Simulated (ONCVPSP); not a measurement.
## Configuration tests for La (ONCV)

lanthanum (La), optimised norm-conserving Vanderbilt (ONCV), made with ONCVPSP 4.0.1 (PBEsol, scalar-relativistic). Core [Kr] 4d10, reference 5s2 5p6 5d1 6s1.75 6p0.25. Waves: 5s+6s: rc 2.75 bohr, ncon 4, nbas 9, qcut 4.6 1/bohr, 3 projectors, debl 0.3 Ha; 5p+6p: rc 3.55 bohr, ncon 4, nbas 7, qcut 3.3 1/bohr, 2 projectors; 5d: rc 3.20 bohr, ncon 3, nbas 8, qcut 4.8 1/bohr, 2 projectors, debl 2.6 Ha; f scattering state at 0.22 Ha: rc 3.75 bohr, ncon 4, nbas 7, qcut 3.2 1/bohr, 3 projectors, debl 2.8 Ha. Local part: polynomial inside 2.00 bohr (lpopt 4, dvloc0 2 Ha). Core correction: Teter function, fcfact 4.25, rcfact 1.55.

In the f channel the program set the typed energies aside and used -0.172, 2.628, 5.428 Ha.

Energies are relative to the spin-unpolarised reference configuration 5s2 5p6 5d1 6s1.75 6p0.25; without spin polarisation the order of configurations can differ from experiment.

| valence configuration | charge | ΔE all-electron (eV) | error AE − PS (meV) |
| --- | --- | --- | --- |
| 5s2 5p6 5d1 6s2 6p0 | 0 | -0.594 | 0.0 |
| 5s2 5p6 5d1 6s1 6p0 | +1 | 5.405 | -1.6 |
| 5s2 5p6 5d1 6s0 6p0 | +2 | 16.253 | -11 |

Task: What are ΔE and the potential's error for 5s2 5p6 5d1.5 6s1.5 6p0?

Result: ΔE = -0.239 eV all-electron; the error (AE − PS) is -2.8 meV.

Levels in the configuration 5s2 5p6 5d1 6s1 6p0:

```tsv
level	all-electron (eV)	pseudo (eV)
5s	-44.786	-44.803
5p	-28.217	-28.219
5d	-8.529	-8.525
6s	-8.373	-8.375
```

Note: no bound ghost flagged but for a GHOST(-) flag that falls on a real empty level of the atom; GHOST(+) flagged for f at 57.2 eV, f at 333.4 eV.
